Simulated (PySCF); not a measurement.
Job for PySCF: R-B3LYP/6-31G* on C4H10 (SMILES CC(C)C).

```python
from pyscf import gto, scf, dft, mp
from pyscf.data.elements import chemcore

mol = gto.M(
    atom='''
    C    -0.26208668    1.20049281   -0.78186074
    C    -0.10165187    0.18175842    0.34658937
    C    -1.04006638   -1.00865314    0.14837390
    C     1.35095819   -0.27910358    0.46705864
    H     0.00187357    0.75357583   -1.74470924
    H    -1.29205859    1.55679169   -0.85215526
    H     0.38443904    2.06741082   -0.62957328
    H    -0.37721755    0.67447766    1.28621356
    H    -0.95220068   -1.72476687    0.96824834
    H    -2.08248184   -0.68787416    0.09170576
    H    -0.80310223   -1.53553477   -0.78045764
    H     1.67409808   -0.77843776   -0.45094867
    H     1.47699991   -0.98466651    1.29109085
    H     2.02249707    0.56452954    0.64042443
    ''',
    basis='6-31g*',
    cart=True,
    charge=0, spin=0, verbose=3, max_memory=1800)
mf = dft.RKS(mol, xc='b3lyp')
mf.conv_tol = 1e-8
mf.max_cycle = 100
mf.kernel()
if not mf.converged:
    mf = mf.newton().run(mf.mo_coeff, mf.mo_occ)
```

### Question
What total energy does the run end on?

### Answer
-158.4586 hartree.
